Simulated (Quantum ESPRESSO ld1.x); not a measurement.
Values are calculated unless marked as measured or tabulated.
All-electron atom: Cd XLVIII in 1s1. Level of theory: Dirac Kohn-Sham, LDA (Slater exchange, VWN5 correlation), spin-unpolarised, spherical densities, point nucleus (ld1.x of Quantum ESPRESSO 7.5).

Radial electron density D(r) = 4 pi r^2 rho(r):

```
   r/bohr * D(r) (the largest magnitude, 26.7, reaches the edge; | marks zero)
 0.002958 |       *
 0.003256 |        *
 0.003584 |          *
 0.003945 |           *
 0.004343 |             *
 0.004742 |               *
  0.00522 |                 *
 0.005746 |                    *
 0.006325 |                       *
 0.006963 |                          *
 0.007664 |                             *
 0.008436 |                                *
 0.009212 |                                   *
  0.01014 |                                       *
  0.01116 |                                          *
  0.01229 |                                             *
  0.01353 |                                                *
  0.01489 |                                                   *
  0.01626 |                                                    *
   0.0179 |                                                      *
   0.0197 |                                                      *
  0.02168 |                                                     *
  0.02387 |                                                    *
  0.02627 |                                                 *
  0.02869 |                                              *
  0.03158 |                                          *
  0.03476 |                                     *
  0.03827 |                               *
  0.04212 |                          *
  0.04637 |                    *
  0.05063 |                *
  0.05573 |           *
  0.06135 |        *
  0.06753 |     *
  0.07433 |   *
  0.08182 | *
  0.09007 |*
  0.09835 |*
   0.1083 *
   0.1192 *
   0.1312 *
   0.1444 *
   0.1589 *
   0.1736 *
   0.1911 *
```

D(r) has 1 maximum, at r = 0.0195 bohr.
